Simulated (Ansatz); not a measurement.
## Molecular dynamics of LiOs₁₂

The input (input.yaml):

```yaml
accuracy: low
crystal:
  lattice:
    - [5.48, 0.0, 0.0]
    - [-4.11, 7.118729, 0.0]
    - [0.0, 0.0, 4.32646]
  atoms:
    - { symbol: Os, position: [0.01314188, -0.00962618, -0.02071623] }
    - { symbol: Os, position: [0.16560191, 0.19569169, 0.46723271] }
    - { symbol: Os, position: [-0.01104145, 0.31501223, 0.01314294] }
    - { symbol: Os, position: [0.16806253, 0.5535958, 0.46670112] }
    - { symbol: Os, position: [0.01838426, 0.66291781, -0.02285394] }
    - { symbol: Os, position: [0.1803746, 0.88065309, 0.49806069] }
    - { symbol: Os, position: [0.51267761, -0.00928971, -0.01742085] }
    - { symbol: Os, position: [0.67389839, 0.20834704, 0.50356258] }
    - { symbol: Os, position: [0.52442276, 0.31741236, 0.01422033] }
    - { symbol: Os, position: [0.703566, 0.5563057, 0.46707695] }
    - { symbol: Os, position: [0.52669942, 0.67560006, 0.01301445] }
    - { symbol: Os, position: [0.67993201, 0.88069951, 0.50095696] }
    - { symbol: Li, position: [0.34661346, 0.43561059, 0.74033919] }
basis:
  ecutwfc: 420.0
kpoints:
  mp_grid: { grid: [2, 2, 3] }
hamiltonian:
  xc: pbe
scf:
  occupations: { method: fermi_dirac, width: 0.15 }
  lower_state_search: "off"
md:
  timestep: 1
  n_steps: 300
  ensemble: nve
  temperature: 2400.0
  initial_velocities: maxwell_boltzmann
  seed: 643031
```

Command:

```bash
$ ansatz run input.yaml --threads 2 --pin off --max-ram 5120MiB --backend cpu --events-out ev --progress --plain --runs-dir out
```

It starts from a relaxed structure.

Output, in part (step lines):

```
md step     0: t =     0.00 fs  T =  2400.0 K  F+E_penalty+E_count = -136813.27349112 eV  E_kin = 3.722688 eV  conserved = -136809.55080315 eV  (7 SCF iters)
md step     1: t =     1.00 fs  T =  2388.0 K  F+E_penalty+E_count = -136813.25477270 eV  E_kin = 3.704090 eV  conserved = -136809.55068301 eV  (7 SCF iters)
md step     2: t =     2.00 fs  T =  2352.9 K  F+E_penalty+E_count = -136813.19992919 eV  E_kin = 3.649564 eV  conserved = -136809.55036527 eV  (7 SCF iters)
md step     3: t =     3.00 fs  T =  2297.7 K  F+E_penalty+E_count = -136813.11386936 eV  E_kin = 3.563982 eV  conserved = -136809.54988749 eV  (7 SCF iters)
md step     4: t =     4.00 fs  T =  2227.2 K  F+E_penalty+E_count = -136813.00401608 eV  E_kin = 3.454711 eV  conserved = -136809.54930460 eV  (7 SCF iters)
md step     5: t =     5.00 fs  T =  2147.3 K  F+E_penalty+E_count = -136812.87945879 eV  E_kin = 3.330778 eV  conserved = -136809.54868038 eV  (4 SCF iters)
md step     6: t =     6.00 fs  T =  2064.2 K  F+E_penalty+E_count = -136812.74996973 eV  E_kin = 3.201892 eV  conserved = -136809.54807773 eV  (4 SCF iters)
md step     7: t =     7.00 fs  T =  1984.0 K  F+E_penalty+E_count = -136812.62501607 eV  E_kin = 3.077464 eV  conserved = -136809.54755233 eV  (4 SCF iters)
[... lines left out ...]
md step   298: t =   298.00 fs  T =  1604.7 K  F+E_penalty+E_count = -136812.03918869 eV  E_kin = 2.489144 eV  conserved = -136809.55004425 eV  (3 SCF iters)
md step   299: t =   299.00 fs  T =  1603.4 K  F+E_penalty+E_count = -136812.03719736 eV  E_kin = 2.487108 eV  conserved = -136809.55008937 eV  (4 SCF iters)
md step   300: t =   300.00 fs  T =  1584.8 K  F+E_penalty+E_count = -136812.00819747 eV  E_kin = 2.458186 eV  conserved = -136809.55001163 eV  (7 SCF iters)
```

The steps, from the saved trajectory:

| time (fs) | T (K) | potential energy less start (eV) | conserved less start (meV/atom) |
| --- | --- | --- | --- |
| 0.0 | 2400 | 0.000 | 0.00 |
| 10.0 | 1807 | 0.923 | 0.31 |
| 20.0 | 1716 | 1.061 | 0.04 |
| 30.0 | 779 | 2.519 | 0.34 |
| 40.0 | 785 | 2.506 | 0.08 |
| 50.0 | 354 | 3.178 | 0.34 |
| 60.0 | 903 | 2.323 | 0.08 |
| 70.0 | 868 | 2.380 | 0.30 |
| 80.0 | 1463 | 1.453 | 0.02 |
| 90.0 | 1273 | 1.753 | 0.32 |
| 100.0 | 1566 | 1.294 | 0.08 |
| 110.0 | 1247 | 1.792 | 0.24 |
| 120.0 | 1231 | 1.814 | 0.09 |
| 130.0 | 971 | 2.220 | 0.19 |
| 140.0 | 928 | 2.286 | 0.21 |
| 150.0 | 1059 | 2.081 | 0.16 |
| 160.0 | 1172 | 1.908 | 0.18 |
| 170.0 | 1305 | 1.700 | 0.14 |
| 180.0 | 1360 | 1.616 | 0.20 |
| 190.0 | 1290 | 1.724 | 0.23 |
| 200.0 | 1416 | 1.528 | 0.16 |
| 210.0 | 1282 | 1.738 | 0.22 |
| 220.0 | 1331 | 1.660 | 0.19 |
| 230.0 | 1163 | 1.922 | 0.22 |
| 240.0 | 1189 | 1.879 | 0.13 |
| 250.0 | 996 | 2.181 | 0.27 |
| 260.0 | 1257 | 1.774 | 0.10 |
| 270.0 | 1129 | 1.976 | 0.32 |
| 280.0 | 1586 | 1.264 | 0.05 |
| 290.0 | 1327 | 1.668 | 0.30 |
| 300.0 | 1585 | 1.265 | 0.06 |

All steps were run. The conserved energy stayed within 0.35 meV per atom of its start (net change 0.061 meV per atom), so the integration is sound. The temperature averaged 0.53 of the 2400 K drawn at the start: a run that starts near a minimum puts about half its kinetic energy into the potential. A run of 0.3 ps of so small a system gives no equilibrium averages. Limits of this set-up: coarse k mesh, low accuracy level.

Mean squared displacements from the first frame to the last, about the centre of mass: Os 0.02 Å², Li 0.02 Å².

Last frame:

```xyz
13
Lattice="5.4800 0.0000 0.0000 -4.1100 7.1187 0.0000 0.0000 0.0000 4.3265" Properties=species:S:1:pos:R:3
Os 0.102 -0.063 0.046
Os 0.288 1.421 2.064
Os -1.329 2.249 0.134
Os -1.346 4.031 1.913
Os -2.824 4.666 -0.150
Os -2.575 6.262 2.135
Os 2.704 -0.084 -0.114
Os 2.935 1.494 2.219
Os 1.650 2.229 -0.078
Os 1.548 3.829 2.046
Os 0.089 4.869 0.065
Os 0.051 6.306 2.197
Li -0.004 3.186 3.186
```

Time of the run: 22 min on 2 threads of Arm Neoverse V1 (shared host), peak memory 0.61 GiB.
